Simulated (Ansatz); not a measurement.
Relaxation of CH₅AlFNS (10 atoms, charge 0, multiplicity 1), to a largest force component of 0.02 eV/Å in at most 50 steps.

Computed with Ansatz, UKS PBE-D4/def2-SVP.

```xyz
10
Properties=species:S:1:pos:R:3:forces:R:3
F 0.458 -2.712 0.355 -0.06 1.28 -0.12
C 0.460 -1.289 0.287 -0.83 -0.42 0.03
N -0.926 -0.749 0.230 2.07 1.35 1.20
Al -0.782 1.181 0.165 -0.93 -0.74 0.70
S 0.242 2.206 -1.537 1.11 -0.06 0.75
H 1.036 -0.974 -0.621 0.22 -0.49 0.05
H 1.019 -0.919 1.199 -0.44 -0.07 -0.28
H -1.300 -1.060 -0.651 -0.52 -0.43 -1.07
H -1.572 2.046 1.348 0.49 -0.43 -0.57
H 1.449 2.219 -0.772 -1.09 0.00 -0.68
```

Task: Where does it end, and by what steps?

Result: The forces met the threshold. After 20 steps the energy has fallen by 1.221 eV; H10 moved furthest, 2.37 Å.

```csv
step,energy less start (eV),largest force component (eV/Å),accepted
0,0.0000,2.067,yes
1,-0.2705,1.119,yes
2,-0.3699,0.512,yes
3,-0.4216,0.502,yes
4,-0.4776,0.305,yes
5,-0.5369,0.522,yes
6,-0.6082,0.605,yes
7,-0.6913,0.560,yes
8,-0.7698,0.548,yes
9,-0.8645,0.471,yes
10,-0.9408,0.234,yes
11,-1.0204,0.260,yes
12,-1.0928,0.299,yes
13,-1.1562,0.249,yes
14,-1.2001,0.127,yes
15,-1.2089,0.152,yes
16,-1.2152,0.210,yes
17,-1.2172,0.105,yes
18,-1.2194,0.088,yes
19,-1.2202,0.051,yes
20,-1.2206,0.013,yes
```

```xyz
10
Properties=species:S:1:pos:R:3
F -1.002 -2.162 0.861
C 0.240 -1.649 0.452
N 0.114 -0.566 -0.458
Al -0.030 1.168 0.013
S -0.548 2.587 -1.587
H 0.801 -2.501 0.003
H 0.770 -1.310 1.371
H -0.125 -0.872 -1.407
H 0.293 1.597 1.508
H -0.430 3.658 -0.753
```

Time of the run: 2.8 min on 2 threads of AMD EPYC 7571, with other jobs on the host, peak memory 0.23 GiB.
